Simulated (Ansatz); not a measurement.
Ansatz (a first-principles code) input (HF/3-21G): The .json file is the Basis Set Exchange's 3-21G.

Ansatz 0.2 input:
```yaml
crystal:
  periodic: [false, false, false]
  atoms:
    - {symbol: B, position_ang: [-0.27022800, -0.66963600, 0.31892400]}
    - {symbol: H, position_ang: [-1.17342200, -1.47140600, 0.40207600]}
    - {symbol: O, position_ang: [0.82618200, -1.03693400, 1.13524000]}
    - {symbol: H, position_ang: [1.52048100, -0.37518800, 1.04024700]}
    - {symbol: P, position_ang: [-0.26875400, 0.85399800, -0.72281700]}
    - {symbol: H, position_ang: [-1.57406900, 0.68027400, -1.27660800]}
basis:
  gaussian:
    orbitals: 3-21G.json
hamiltonian:
  xc: {name: HF}
total_charge: -1
relax: {f_tol: 0.003, max_steps: 120}
```

From the output:

```
the calculation of the forces begins
reference -11966.82754768 eV, -439.7728009701 hartree; 16, 16 occupied and 21, 21 virtual orbitals, 447 factors
relax step   3: F+E_penalty+E_count = -11966.82754768 eV  Δ(F+E_penalty+E_count) = -6.575e-3 eV  max|allowed force component| = 1.340e-1 eV/Å  Δτ_max = 0.0109 Å  (24 SCF iters, accepted)
these checks for a lower state are left out or cut short: starts, cluster_reference, orbital_swaps, neighbouring_geometries, increment
integrals: 0.00 GiB planned
447 factors; integrals over basis functions are off by at most 5.7e-4 eV
mean field: 0.07 GiB planned
mean field -11966.82821907 eV, -439.7728256431 hartree, gradient 6.0e-5 eV, S^2 0.000000; 0 other end points of the search recorded, 0 dependent functions left out
the calculation of the forces begins
reference -11966.82821907 eV, -439.7728256431 hartree; 16, 16 occupied and 21, 21 virtual orbitals, 447 factors
relax step   4: F+E_penalty+E_count = -11966.82821907 eV  Δ(F+E_penalty+E_count) = -6.714e-4 eV  max|allowed force component| = 5.762e-2 eV/Å  Δτ_max = 0.0061 Å  (25 SCF iters, accepted)
these checks for a lower state are left out or cut short: starts, cluster_reference, orbital_swaps, neighbouring_geometries, increment
integrals: 0.00 GiB planned
447 factors; integrals over basis functions are off by at most 5.7e-4 eV
mean field: 0.07 GiB planned
mean field evaluation 32: about -11966.8284 eV, gradient 3.0e-2 eV
mean field -11966.82839443 eV, -439.7728320875 hartree, gradient 5.9e-5 eV, S^2 0.000000; 0 other end points of the search recorded, 0 dependent functions left out
the calculation of the forces begins
reference -11966.82839443 eV, -439.7728320875 hartree; 16, 16 occupied and 21, 21 virtual orbitals, 447 factors
relax step   5: F+E_penalty+E_count = -11966.82839443 eV  Δ(F+E_penalty+E_count) = -1.754e-4 eV  max|allowed force component| = 4.974e-3 eV/Å  Δτ_max = 0.0054 Å  (24 SCF iters, accepted)
these checks for a lower state are left out or cut short: starts, cluster_reference, orbital_swaps, neighbouring_geometries, increment
integrals: 0.00 GiB planned
447 factors; integrals over basis functions are off by at most 5.7e-4 eV
mean field: 0.07 GiB planned
mean field -11966.82839985 eV, -439.7728322869 hartree, gradient 2.6e-5 eV, S^2 0.000000; 0 other end points of the search recorded, 0 dependent functions left out
the calculation of the forces begins
reference -11966.82839985 eV, -439.7728322869 hartree; 16, 16 occupied and 21, 21 virtual orbitals, 447 factors
relax step   6: F+E_penalty+E_count = -11966.82839985 eV  Δ(F+E_penalty+E_count) = -5.425e-6 eV  max|allowed force component| = 4.155e-3 eV/Å  Δτ_max = 0.0010 Å  (18 SCF iters, accepted)
these checks for a lower state are left out or cut short: starts, cluster_reference, orbital_swaps, neighbouring_geometries, increment
integrals: 0.00 GiB planned
447 factors; integrals over basis functions are off by at most 5.7e-4 eV
mean field: 0.07 GiB planned
mean field -11966.82840148 eV, -439.7728323466 hartree, gradient 1.8e-5 eV, S^2 0.000000; 0 other end points of the search recorded, 0 dependent functions left out
the calculation of the forces begins
reference -11966.82840148 eV, -439.7728323466 hartree; 16, 16 occupied and 21, 21 virtual orbitals, 447 factors
relax step   7: F+E_penalty+E_count = -11966.82840148 eV  Δ(F+E_penalty+E_count) = -1.625e-6 eV  max|allowed force component| = 9.265e-4 eV/Å  Δτ_max = 0.0007 Å  (17 SCF iters, accepted)
integrals: 0.00 GiB planned
447 factors; integrals over basis functions are off by at most 5.7e-4 eV
mean field: 0.07 GiB planned
mean field -11966.82840148 eV, -439.7728323466 hartree, gradient 1.8e-5 eV, S^2 0.000000; 1 other end points of the search recorded, 0 dependent functions left out
the calculation of the forces begins
reference -11966.82840148 eV, -439.7728323466 hartree; 16, 16 occupied and 21, 21 virtual orbitals, 447 factors
Total energy: -11966.82840148 eV, -439.7728323466 hartree
Atom 0 at    -0.275399    -0.676687     0.321083 Å, force     0.000693    -0.000714     0.000845 eV/Å
Atom 1 at    -1.158474    -1.485658     0.419531 Å, force     0.000333     0.000470    -0.000150 eV/Å
Atom 2 at     0.833284    -1.034590     1.137297 Å, force    -0.000605    -0.000927     0.000322 eV/Å
Atom 3 at     1.564210    -0.406039     1.083890 Å, force    -0.000078     0.000438    -0.000340 eV/Å
Atom 4 at    -0.293153     0.866672    -0.744062 Å, force    -0.000123     0.000789    -0.000603 eV/Å
Atom 5 at    -1.610278     0.717411    -1.320677 Å, force    -0.000219    -0.000057    -0.000074 eV/Å
Dipole moment:     0.344978    -0.263717     0.358215 e Å
```

The dipole moment of an ion depends on the origin.

The geometry given is a B3LYP-D3(BJ)/def2-TZVP minimum.
